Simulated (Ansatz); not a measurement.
`F[CH2][SnH2][SH]` → `[CH2]` (triplet) + `[F][SnH2][SH]` at 400 K and 1 bar (formal loss of a carbene).

Isolated molecules relaxed with PBE0-D4/def2-TZVP in Ansatz; ΔE leaves out vibrations. CCSD(T)/CBS is the MP2 limit (def2-TZVPP, def2-QZVPP) plus CCSD(T) − MP2 in def2-TZVPP, frozen cores. This one scheme is used for every species. Triplets are unrestricted, without spin–orbit coupling. Elements past krypton have def2 core potentials. For Sn outer-core shells are correlated without core-valence functions, which leaves a few kJ/mol of doubt a bond. Each species was taken in one conformer, which may not be the lowest.

```json
{"species": "`F[CH2][SnH2][SH]`", "CCSD(T)/CBS energy (Eh)": "-752.64602", "H − E (kJ/mol)": "169.9", "S (J/(mol·K))": "403.0"}
{"species": "`[CH2]` (triplet)", "CCSD(T)/CBS energy (Eh)": "-39.09499", "H − E (kJ/mol)": "59.0", "S (J/(mol·K))": "205.7"}
{"species": "`[F][SnH2][SH]`", "CCSD(T)/CBS energy (Eh)": "-713.44162", "H − E (kJ/mol)": "91.1", "S (J/(mol·K))": "348.0"}
```

H − E and S are ideal-gas, rigid-rotor, harmonic terms from PBE0-D4/def2-TZVP, for one conformer and one mirror image of each species, with the whole ground term of open shells counted as degenerate. 1 Eh = 2625.50 kJ/mol, R = 8.31446 J/(mol·K).

Problem. By hand: ΔE, ΔH, ΔS and ΔG.

Solution. ΔE = (-39.09499) + (-713.44162) − (-752.64602) = 0.10941 Eh = 287.3 kJ/mol. Δ(H − E) = 59.0 + 91.1 − 169.9 = -19.8, so ΔH = 267.5 kJ/mol. ΔS = 205.7 + 348.0 − 403.0 = 150.7 J/(mol·K). ΔG = 267.5 − 400 × (150.7)/1000 = 207.2 kJ/mol.

Problem. By hand: the equilibrium constant, and the temperature at which ΔG would vanish if ΔH and ΔS stayed fixed.

Solution. log₁₀ K = −ΔG/(RT ln 10) = -27.1. ΔG = 0 at ΔH/ΔS = 1775 K.

The number of gas molecules changes by +1, which sets the sign of ΔS. A doubt of 5 kJ/mol in ΔE shifts log₁₀ K by 0.7 here. Other conformers and mirror images would add mixing entropy, several J/(mol·K) or more a flexible species. Modes under 60 cm⁻¹, often nearly free rotors, make the harmonic entropy too high. A triplet takes part, so the spin changes. These are equilibria of isolated gas molecules and say nothing of rates. Largest T1 diagnostic: 0.013 (customary marks: 0.02 for closed shells, 0.045 for open ones).
